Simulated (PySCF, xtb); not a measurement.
NaF, SMILES [F][Na].

Harmonic wavenumbers (cm⁻¹) from GFN2-xTB (xtb) at its own minimum, in rising order: 499.

Task: What does PBE-D3(BJ)/def2-TZVPD run with PySCF give at its own minimum? (The exact figures need the calculation; the answer reports its results.)

Result: 510. Paired by order, the mean absolute difference is 11 cm⁻¹ and the zero-point energies are 0.7 and 0.7 kcal/mol.
